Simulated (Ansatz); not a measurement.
Two isomers of C2H10N2Si: A = `C[SiH](N)CN`, B = `CN(C)N[SiH3]`.

Gas-phase electronic energies from Ansatz, PBE0-D4/def2-TZVP geometries. CCSD(T)/CBS is the MP2 limit (def2-TZVPP, def2-QZVPP) plus CCSD(T) − MP2 in def2-TZVPP, frozen cores. Functionals use def2-TZVPP. B3LYP here is the variant with VWN-RPA as its local correlation; programs differ in this. One conformer a species, not always the lowest.

**Question.** Which isomer does CCSD(T)/CBS put lower? Give the gap. (An estimate is asked.)

**Answer.** Ansatz gave: A, by 53.9 kcal/mol.

**Question.** Give E(B) − E(A) in kcal/mol with HF/def2-TZVPP, B2PLYP, MP2/def2-TZVPP, B3LYP, CCSD(T)/def2-TZVPP, PBE-D4, r2SCAN-D4. (Best estimate.)

**Answer.** The calculation gave: HF/def2-TZVPP 51.1, B2PLYP 52.6, MP2/def2-TZVPP 54.9, B3LYP 51.3, CCSD(T)/def2-TZVPP 52.5, PBE-D4 51.0, r2SCAN-D4 53.3. None reverses the order clearly.

Largest T1 diagnostic: 0.010.

From PBE to PBE0 (25 % exact exchange), in def2-TZVPP and without D4, E(B) − E(A) moves by +1.3 kcal/mol. In def2-TZVPP, CCSD(T) changes the Hartree–Fock value by +1.4 kcal/mol (the triples alone add −0.3 kcal/mol) and MP2 by +3.8 kcal/mol.
